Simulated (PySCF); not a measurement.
W(NH)2(Br)(SH) (BrH3N2SW), SMILES [NH]=[W]([Br])(=[NH])[SH], multiplicity 1. Geometry optimised at r2SCAN-D4/def2-SVP. The multiplicity is an assumed one; other spin states were not compared. The def2 effective core potentials stand for the cores of W; spin–orbit coupling is left out. One conformer was computed; it need not be the lowest.

These are PySCF with r2SCAN-D4/def2-SVP values and carry that method's errors.

Harmonic wavenumbers (cm⁻¹): 91, 140, 179, 194, 256, 296, 311, 385, 424, 622, 627, 662, 709, 976, 1016, 2673, 3609, 3616. Rotational constants (GHz): 2.357, 0.9136, 0.8021; symmetry number 1.

Task: Work out the zero-point energy and the ideal-gas rigid-rotor harmonic-oscillator thermochemistry at 298.15 K and 1 atm.

Result: ZPE = ½ Σ hcν = ½ × 16788 cm⁻¹ = 24.00 kcal/mol. H − E(el) = 29.57 kcal/mol. Entropy in cal/(mol K): translation 43.25, rotation 29.61, vibration 19.00, total 91.86. G − E(el) = 2.18 kcal/mol. Cp = 27.98 cal/(mol K). Modes under 150 cm⁻¹ make the vibrational entropy uncertain.
